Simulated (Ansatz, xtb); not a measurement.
## Relative energy of two isomers of C3H13NSi2

Structure a is `CC(C)[SiH2]N[SiH3]`, a singlet and structure b is `CCC[SiH2]N[SiH3]`, a singlet. Both are isolated molecules in the gas phase, relaxed with B3LYP-D3(BJ)/def2-SVP; each stands in its lowest conformer found.

a (Å):

```
atom    x (Å)    y (Å)    z (Å)
   C  -0.5103  -0.2059  -1.5569
   C  -0.2223  -0.6277  -0.1096
   C  -0.1028  -2.1505   0.0362
   N  -1.2096  -0.3763   2.7493
  Si  -1.5140   0.0776   1.0847
  Si   0.0172   0.2356   3.8229
   H  -0.5602   0.8898  -1.6667
   H   0.2714  -0.5723  -2.2443
   H  -1.4714  -0.6188  -1.9090
   H   0.7389  -0.1734   0.2008
   H  -1.0380  -2.6532  -0.2665
   H   0.7046  -2.5543  -0.5985
   H   0.1093  -2.4423   1.0771
   H  -2.8641  -0.4558   0.7274
   H  -1.5152   1.5665   0.9624
   H  -1.7901  -1.1322   3.1050
   H   1.0319  -0.7999   4.1915
   H  -0.5574   0.7608   5.0986
   H   0.7046   1.3425   3.0987
```

b (Å):

```xyz
19

C    -0.0968   -1.6489   -1.6122
C    -0.8899   -1.0906   -0.4308
C    -0.3742    0.2679    0.0638
N    -1.2405   -0.1920    2.8987
Si   -1.2854    0.9476    1.5671
Si    0.1480   -0.9100    3.6646
H    -0.4913   -2.6234   -1.9428
H    -0.1310   -0.9626   -2.4747
H     0.9640   -1.7895   -1.3455
H    -0.8676   -1.8129    0.4039
H    -1.9542   -0.9977   -0.7130
H     0.6986    0.1936    0.3227
H    -0.4308    1.0223   -0.7431
H    -2.7309    1.1660    1.2589
H    -0.6752    2.2629    1.9360
H    -2.1487   -0.4386    3.2846
H     1.3530   -0.3425    2.9943
H     0.2148   -0.6056    5.1267
H     0.1755   -2.3986    3.5232
```

Problem. Estimate which is lower in electronic energy at CCSD(T)/def2-SVP + ΔMP2/def2-TZVPP, and by roughly how much.

Solution. Too close to call at this level: CCSD(T)/def2-SVP + ΔMP2/def2-TZVPP gives E(b) − E(a) = −0.63 kcal/mol.

How the difference moves with the method:

| level | geometry | E(b) − E(a) (kcal/mol) | departure from the last row (kcal/mol) | job, with rough time for the two |
| --- | --- | --- | --- | --- |
| GFN2-xTB | GFN2-xTB | −0.18 | +0.45 | optimisation, 0.55 s |
| HF/STO-3G | GFN2-xTB | −2.11 | −1.48 | single point, 0.44 s |
| r2SCAN-D4/def2-SVP | GFN2-xTB | −1.34 | −0.71 | single point, 4.2 s |
| B3LYP-D3(BJ)/def2-SVP | B3LYP-D3(BJ)/def2-SVP | −0.71 | −0.08 | optimisation, 3.7 min |
| HF/def2-SVP | B3LYP-D3(BJ)/def2-SVP | −1.75 | −1.12 | part of the CCSD(T) run |
| MP2/def2-SVP | B3LYP-D3(BJ)/def2-SVP | −0.44 | +0.19 | part of the CCSD(T) run |
| CCSD(T)/def2-SVP | B3LYP-D3(BJ)/def2-SVP | −0.61 | +0.02 | single point |
| CCSD(T)/def2-SVP + ΔMP2/def2-TZVPP | B3LYP-D3(BJ)/def2-SVP | −0.63 |  | single point, 86 s |

As drawn, both hold the same kinds of bond in the same numbers. Structure a has 2 methyl groups, b 1.

The largest departure from CCSD(T)/def2-SVP + ΔMP2/def2-TZVPP is that of HF/STO-3G, 1.48 kcal/mol. A small imaginary or near-zero mode remains, so no thermal terms are given. The last row adds to CCSD(T) the change of the MP2 difference between the two basis sets, here −0.02 kcal/mol.

The correlated steps freeze 14 core orbitals. Programs: Ansatz 0.2.0, xtb 6.7.1; the last row on 4 threads of Arm Neoverse V1 on a shared host.
